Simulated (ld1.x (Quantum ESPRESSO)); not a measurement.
**How hard is this As TM potential?**

As, norm-conserving Troullier–Martins (Kleinman–Bylander form), made with ld1.x (Quantum ESPRESSO) 7.5 (PBEsol, fully relativistic). Core [Ar] 3d10, reference 4s2 4p3. Waves: 4p (bound): rc 2.15 bohr; 4d channel at 0.15 Ry: rc 2.20 bohr; 4s (bound): rc 1.25 bohr. Local part: the s channel. Core correction: a·sin(br)/r model core inside 0.80 bohr.

Open shells are filled in proportion to 2j + 1 (rel_dist='average').

The pseudo-atom Hamiltonian at the reference potential is diagonalised in spherical Bessel functions j_l(qr) that vanish at 20 bohr, with q² up to the cutoff. All-electron valence levels (Ry): 4p1/2 -0.3956, 4p3/2 -0.3753, 4s -1.0657.

Task: How do the lowest levels (Ry) of each channel move with the cutoff, and are there ghosts?

Result:

```csv
cutoff (Ry),p1/2 #1,p1/2 #2,p1/2 #3,p3/2 #1,p3/2 #2,p3/2 #3,d3/2 #1,d5/2 #1,d5/2 #2,s #1,s #2,f #1,f #2,Σ f·Δε (mRy)
8,-0.3945,0.0272,0.1202,-0.4736,0.0079,0.0856,0.0628,0.0629,0.1456,-0.9666,-0.0233,0.1132,0.2406,395.6
15,-0.3952,0.0271,0.1200,-21.0499,-0.3723,0.0286,0.0626,0.0626,0.1444,-1.0118,-0.0260,0.1132,0.2406,114.2
25,-0.3955,0.0269,0.1191,-48.0264,-0.3752,0.0283,0.0625,0.0625,0.1437,-1.0200,-0.0265,0.1132,0.2406,91.6
40,-0.3956,0.0265,0.1174,-53.6719,-0.3753,0.0283,0.0625,0.0625,0.1437,-1.0558,-0.0289,0.1132,0.2406,19.7
60,-1.9075,-0.3956,0.0276,-96.8264,-0.3753,0.0283,0.0625,0.0625,0.1437,-1.0612,-0.0293,0.1132,0.2406,9.0
90,-2.5222,-0.3956,0.0275,-109.3239,-0.3753,0.0283,0.0625,0.0625,0.1437,-1.0646,-0.0295,0.1132,0.2406,2.2
120,-2.9857,-0.3956,0.0275,-118.7973,-0.3753,0.0283,0.0625,0.0625,0.1437,-1.0651,-0.0295,0.1132,0.2406,1.2
180,-3.0758,-0.3956,0.0275,-121.0222,-0.3753,0.0283,0.0625,0.0625,0.1437,-1.0655,-0.0296,0.1132,0.2406,0.3
400,-3.1258,-0.3956,0.0275,-122.3449,-0.3753,0.0283,0.0625,0.0625,0.1437,-1.0657,-0.0296,0.1132,0.2406,0.0
```

Result: ghost states, extra bound levels that the all-electron valence spectrum of the same l lacks: p3/2 at -1664.6 eV, p1/2 at -42.5 eV (a true bound ghost makes a file unfit for plane-wave use); 10 mRy is reached at 50 Ry and 1 mRy at 140 Ry.
